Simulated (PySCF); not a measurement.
## Phosphorus: a sound run and one with changed settings

Sound run: P(2+) [Ne] 3s2 3p1, P(3+) [Ne] 3s2. Computed with PySCF 2.14 in pcseg-2 (5s4p2d1f, 34 functions), with no relativity, point nucleus. The sound run starts from symmetry-adapted Hartree-Fock orbitals and uses a fine grid where one is needed.

Changed run: initial guess minao, at most 5 SCF cycles. This setting is unsound on purpose.

```
species  method  sound run (hartree)  changed run (hartree)  converged
  P(2+)     UHF           -339.64061             -339.64061         no
  P(2+)   B3LYP           -340.18151             -340.18151         no
  P(2+)    PBE0           -340.02564             -340.02564         no
  P(3+)     UHF           -338.55477             -338.55477         no
  P(3+)   B3LYP           -339.06861             -339.06861        yes
  P(3+)    PBE0           -338.91406             -338.91406         no
```

The SCF was stopped early; the energies are upper bounds that still move, and correlated levels were skipped or rest on poor orbitals.
